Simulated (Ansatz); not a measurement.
Reactions of C$_{3}$H$_{8}$SSi, SMILES `C=CSC[SiH3]`.

Calculated with Ansatz (gas phase, PBE0-D4/def2-TZVP geometries, no zero-point term in ΔE). CCSD(T)/CBS is the MP2 limit (def2-TZVPP, def2-QZVPP) plus CCSD(T) − MP2 in def2-TZVPP, frozen cores. This one scheme is used for every species. DFT in def2-TZVPP. Triplets are unrestricted, without spin–orbit coupling. For Ga outer-core shells are correlated without core-valence functions, which leaves a few kJ/mol of doubt a bond. Scalar relativity is left out up to krypton. One conformer a species, not always the lowest.

```tsv
reaction	r2SCAN-D4 (kJ/mol)	MP2/CBS(def2) (kJ/mol)	CCSD(T)/CBS(def2) (kJ/mol)
`C=CSC[SiH3]` + `C=C[SiH2]N` → `C=C[SiH2]N[SiH3]` + `C=CSC`	-61	-64	-63
`C=CSC[SiH3]` + `[OH][GaH][SH]` → `[SiH3][O][GaH][SH]` + `C=CSC`	-107	-108	-108
`C=CSC[SiH3]` + `C=CC` → `C=CCC[SiH3]` + `C=CS`	5	5	2
`C=CSC[SiH3]` → `C=CSC` + `[SiH2]`	248	252	230
`C=CSC[SiH3]` → `C=CS[SiH3]` + `[CH2]` (triplet)	350	385	372
`C=CSC[SiH3]` + `OC=S` → `C=CC(O)=S` + `[SiH3]CS`	-53	-51	-53
```

Largest T1 diagnostic: 0.018, for `C=CC(O)=S`.
